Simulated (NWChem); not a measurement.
Species: Zn cation, doublet

Computed with NWChem. Pople sets run with spherical d functions. Spin-unrestricted. Medium grid unless said otherwise, to which SCAN and Minnesota functionals are sensitive. No stability test was run on the SCF state.

Question: Order these by “lowest empty minus highest occupied level, either spin (eV)”, lowest first: PW6B95/6-31G*; M06-2X/6-31G*; BP86/6-31G*; LC-wPBE (HJS exchange hole, range parameter 0.4 per bohr)/6-31G*; M06-L/6-31G*.

Answer: BP86/6-31G* (1.28), PW6B95/6-31G* (3.77), M06-L/6-31G* (6.01), M06-2X/6-31G* (6.73), LC-wPBE (HJS exchange hole, range parameter 0.4 per bohr)/6-31G* (8.34)
